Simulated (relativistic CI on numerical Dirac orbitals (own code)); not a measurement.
# Sensitivity of the levels of Cr²²⁺ to α and to the nuclear radius

Computed by Dirac-Coulomb-Breit CI, KLI orbitals optimised for each configuration, derivatives by finite differences, unscaled Slater integrals, QED left out (own radial code, finite nucleus).

Configuration list: 1s2, 1s 2s, 1s 2p. Levels of other configurations are missing.

With x = (α/α₀)² − 1 an excitation energy changes as ω = ω₀ + qx; K = 2q/ω₀ is the relative enhancement. Terms are leading LS components, so labels can repeat. The field-shift factor is F = δν/δ⟨r²⟩ for the transition from the lowest level.

Lowest level 1s2 1S_0.

```csv
Level,ω₀ (cm⁻¹),q (cm⁻¹),K,F (GHz/fm²)
1s 2s 3S_1,45392770,278500,0.0123,-503
1s 2p 3P°_0,45608274,300900,0.0132,-580
1s 2p 3P°_1,45621892,304400,0.0133,-580
1s 2s 1S_0,45625364,293100,0.0128,-506
1s 2p 3P°_2,45703825,398300,0.0174,-581
1s 2p 1P°_1,45845098,382900,0.0167,-578
```

At this charge energies of transitions that change n are usually good to better than 1 %, and those within a shell (Δn = 0) to a few per cent.
